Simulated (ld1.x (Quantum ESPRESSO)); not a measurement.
**Pseudopotential generation for aluminium: ultrasoft, PBE, scalar-relativistic.**

- Element: aluminium (Al)
- Generator: ld1.x (Quantum ESPRESSO) 7.5
- Type: ultrasoft
- Functional: PBE
- Relativity: scalar-relativistic
- Frozen core: [Ne]
- Valence charge: 3
- Reference configuration: 3s2 3p1
- Partial waves: 3s (bound): rcut 1.50, rcutus 1.75 bohr; 3s channel at 0.55 Ry: rcut 1.50, rcutus 1.75 bohr; 3p (bound): rcut 2.00, rcutus 2.60 bohr; 3p channel at 3.3 Ry: rcut 2.00, rcutus 2.60 bohr
- Local potential: all-electron potential smoothed inside 1.40 bohr (lloc = -1)
- Core correction: a·sin(br)/r model core, default radius (core density twice the valence density)
- Augmentation charge: PSQ, inside the norm-conserving radii

All-electron outer shells of the reference configuration (PBE, scalar-relativistic, ld1.x):

| shell | level (eV) | outermost node (bohr) | outermost maximum (bohr) |
| --- | --- | --- | --- |
| 2s | -108.17 | 0.16 | 0.50 |
| 2p | -69.64 | – | 0.43 |
| 3s | -7.75 | 0.80 | 2.09 |
| 3p | -2.71 | 0.82 | 2.64 |

Results:

* Cutoffs needed: 8 Ry and 12 Ry (the cutoffs (Ry, on a coarse ladder) from which the occupation-weighted sum of valence levels, in a spherical-Bessel basis at the reference potential, stays within 10 and 1 mRy of its value at 400 Ry)
* Ghost test: no extra level below or beside the all-electron valence levels (s, p, d, f tested) (spherical-Bessel basis up to 400 Ry, 20 bohr box)
* Largest excitation error: +11 meV (all-electron minus pseudo) for 3s0 3p3, out of 7 test configurations
* Lowest eigenvalue of the overlap operator: 0.50 (s channel)
* Density cutoff estimated by the generator: 88 Ry

Generation and tests took about 1.8 s on one core of a shared server CPU.
